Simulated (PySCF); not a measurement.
Dipole response of Re (rhenium, neutral)

[Xe] 4f14 5d7, high-spin 4F determinant (an excited configuration). All numbers are calculated (PySCF 2.14, a scalar-relativistic core potential, in def2-TZVPPD with the def2 core potential (60 electrons)). Coupled (time-dependent) response in atomic units; α is the mean over directions.

```
method  mean α (bohr³)         α xx, yy, zz  C₆ (like pair)  S(−4)
 M06-L           49.56  49.38, 49.38, 49.93           294.4   8836
```

S(−4) is the Cauchy moment in α(ω) = α(0) + S(−4) ω² + …

Spin-orbit coupling is absent.

α(iu) at M06-L:

```json
{"u (hartree)": "0", "α(iu) (bohr³)": "49.56"}
{"u (hartree)": "0.0500", "α(iu) (bohr³)": "37.99"}
{"u (hartree)": "0.100", "α(iu) (bohr³)": "27.59"}
{"u (hartree)": "0.200", "α(iu) (bohr³)": "17.66"}
{"u (hartree)": "0.300", "α(iu) (bohr³)": "13.61"}
{"u (hartree)": "0.500", "α(iu) (bohr³)": "10.06"}
{"u (hartree)": "0.750", "α(iu) (bohr³)": "7.718"}
{"u (hartree)": "1.00", "α(iu) (bohr³)": "6.087"}
{"u (hartree)": "1.50", "α(iu) (bohr³)": "3.947"}
{"u (hartree)": "2.00", "α(iu) (bohr³)": "2.703"}
{"u (hartree)": "3.00", "α(iu) (bohr³)": "1.458"}
{"u (hartree)": "5.00", "α(iu) (bohr³)": "0.6035"}
```

A single London oscillator, α(iu) = α/(1 + u²/ω²), gives C₆ = (3/4) ω α². Matching the computed C₆ needs ω = 4 × 294.4 / (3 × 49.56²) = 0.160 hartree.

The components differ because the open shell of this determinant is not spherical; for a pure term their mean is the scalar polarisability.

Energies and moments cover only the electrons outside the core potential. Spin-orbit coupling, absent here, splits the open shell strongly.
